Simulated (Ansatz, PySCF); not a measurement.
Complex: PH3 (SMILES P) (first 4 atoms) with HI (SMILES I); geometry from B3LYP-D3(BJ)/def2-TZVP, rigid monomers moved along the line of their centres of mass till P1···H6 is 2.97 Å.
(charge 0, multiplicity 1):
```xyz
6

P     -0.4587     0.1022     0.2345
H      0.0537    -1.0670    -0.3781
H     -1.7480    -0.0248    -0.3371
H      0.0251     0.9780    -0.7674
I      0.1346     0.9521     4.7149
H     -0.0752     0.6517     3.1258
```

Counterpoise-corrected where a basis set is named; no monomer relaxation.

The values were computed with Ansatz (a quantum-chemistry and plane-wave program); PySCF for the dispersion terms.  In def2 rows elements past Kr take small-core potentials, without spin–orbit coupling.

Q: One of these levels gives -5.2 kJ/mol for the interaction energy. Name it.
A) r2SCAN-D3(BJ)/def2-TZVPPD
B) HF/def2-TZVPPD
C) PBE0-D4/def2-TZVPPD
D) B3LYP/def2-TZVPPD

A: D, B3LYP/def2-TZVPPD. The others give -2.4 (HF/def2-TZVPPD), -8.8 (r2SCAN-D3(BJ)/def2-TZVPPD), -10.3 (PBE0-D4/def2-TZVPPD)
